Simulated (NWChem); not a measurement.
Si2H4OF2; SMILES [SiH2](O[SiH2]F)F

Computed with NWChem. Geometry: optimised at PBE0/def2-SVP. Level: PBE/def2-SVP with SMD, gas-phase geometry; reactions with the solvents are ignored. One conformer.

```csv
SMD term (kcal/mol),water,toluene
distortion of the solute's density,0.22,0.07
polarisation,-2.39,-1.24
"cavity, dispersion and structure",3.78,-0.18
```

Q: Sum the solvation free energies, find the transfer free energy from water to toluene and the partition coefficient at 298.15 K.

A: 
1. ΔG(solv, water) = 1.61 kcal/mol and ΔG(solv, toluene) = -1.35 kcal/mol (1 M gas to 1 M solution).
2. Transfer: -1.35 − (1.61) = -2.96 kcal/mol.
3. log₁₀ K(toluene/water) = −ΔG/(RT ln 10) = 2.96/1.364 = 2.2, so the model puts more of the solute in toluene.
4. Of the transfer energy, 1.00 kcal/mol is electrostatic and -3.96 comes from the non-electrostatic term. The two phases are taken as the pure solvents.
